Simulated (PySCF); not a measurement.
Gas-phase reaction: TaCl5 + NH2 = TaCl3NH + HCl + Cl

Method: PySCF energies (xtb for GFN2) plus ideal-gas RRHO corrections (1 bar). † marks an energy on the PBE0/def2-TZVP geometry and frequencies; other levels use their own. MP2 freezes the core. Open shells (unrestricted): NH2 (multiplicity 2), Cl (multiplicity 2, electronic degeneracy 6); the rest are closed-shell singlets. GFN2 has no spin-polarisation term. Spin-orbit splitting is ignored; it lowers the true energy and changes the entropy of Cl. Ta: scalar-relativistic def2 core potential, no spin-orbit coupling. TaCl3NH: computed as isolated molecules; such fragments, hydroxides, amides, oligomers or adducts are transient or little studied in the gas. MP2 isn't extrapolated to the basis-set limit; its ΔH°(298 K) is 63.7 kJ in def2-SVP and 92.6 kJ in def2-TZVPP. The harmonic model lacks anharmonicity and excited electronic states, which grow with temperature; levels with a mode under 35 cm⁻¹ are left out. Soft modes under 120 cm⁻¹ make the harmonic entropy rough for TaCl5, TaCl3NH.

| level | ΔE electronic, kJ | ΔH°(298 K), kJ | ΔS°(298 K), J/K | ΔG°(2000 K), kJ |
|---|---|---|---|---|
| GFN2-xTB | 179 | 175 | 117 | -57 |
| HF/def2-TZVP† | 106 | 103 | 122 | -141 |
| M06-2X/def2-TZVP† | 115 | 112 | 122 | -132 |
| MP2/def2-TZVPP† | 95 | 93 | 122 | -152 |
| PBE/def2-TZVP† | 133 | 130 | 122 | -114 |
| PBE0/def2-QZVP† | 134 | 131 | 122 | -113 |
| PBE0/def2-SVP† | 131 | 129 | 122 | -116 |
| PBE0/def2-TZVP | 132 | 129 | 122 | -115 |
| LDA/def2-TZVP† | 162 | 159 | 122 | -85 |
| ωB97M-V/def2-TZVP† | 127 | 124 | 122 | -120 |
ΔH° is lowest at MP2/def2-TZVPP† and highest at GFN2-xTB. No reference value is set beside these.
